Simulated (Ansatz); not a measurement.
`CC(C)[NH][Ge]([Cl])([Cl])[Cl]`, charge 0, multiplicity 1.

**Question.** Give a relaxed structure at PBE0-D4/def2-TZVP (Ansatz). (Best estimate.)

**Answer.** Computed: 
```xyz
16

C    -1.030   -0.287   -1.658
C    -0.140   -0.398   -0.432
C     1.313   -0.640   -0.811
N    -0.315    0.794    0.396
Ge   -0.187    0.757    2.183
Cl   -1.637   -0.601    2.947
Cl    1.693    0.112    2.991
Cl   -0.545    2.726    2.897
H    -0.954   -1.184   -2.276
H    -2.072   -0.147   -1.367
H    -0.729    0.568   -2.272
H    -0.492   -1.247    0.166
H     1.942   -0.739    0.076
H     1.694    0.195   -1.408
H     1.414   -1.549   -1.408
H     0.045    1.640   -0.026
```
This is one stationary point; other conformers may exist.
